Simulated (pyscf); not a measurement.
## Cl–Bi=Se, singlet

Gas-phase minimum from PySCF at ωB97X-D3(BJ)/def2-SVP, one conformer. 

```
Bi
Se 1 2.3881
Cl 1 2.4689 2 105.10
```
Charge 0, spin multiplicity 1.

Properties at ωB97X-D3(BJ)/def2-SVP:

```yaml
harmonic_wavenumbers_unscaled: 102, 325, 343 cm⁻¹
zero_point_energy: 1.1 kcal/mol
rotational_symmetry_number: 1
Entropy of this conformer at 298 K and 1 atm, rigid rotor and harmonic oscillator, modes under 100 cm⁻¹ raised to 100: 326.0 J/(mol K)
dipole_moment: 3.86 D
```

Single-point totals, which compare only within one level (frozen core for MP2 and CC):

```
level                   total energy (hartree)
----------------------  ----------------------
ωB97X-D3(BJ)/def2-TZVP             -3076.47681
PBE/def2-TZVP                      -3075.97114
r²SCAN/def2-TZVP                   -3076.54280
B3LYP-D3(BJ)/def2-TZVP             -3076.61335
PBE0-D3(BJ)/def2-TZVP              -3076.05136
M06-2X/def2-TZVP                   -3076.35039
ωB97M-D3(BJ)/def2-TZVP             -3076.54884
HF/def2-TZVPP                      -3072.98111
MP2/def2-TZVPP                     -3073.86269
CCSD/def2-TZVPP                    -3073.84153
CCSD(T)/def2-TZVPP                 -3073.87716
```

The CCSD(T) − MP2 part came from Ansatz, without density fitting, on the same reference. The frozen core leaves the outer d or s,p core shells of the metals and heavy elements correlated in the MP2 and CC values, and def2-TZVPP describes them poorly, so these totals are far from the basis limit. Elements up to Kr have no core potential and no relativistic terms here. Elements past Kr carry the def2 core potentials, without spin-orbit coupling.
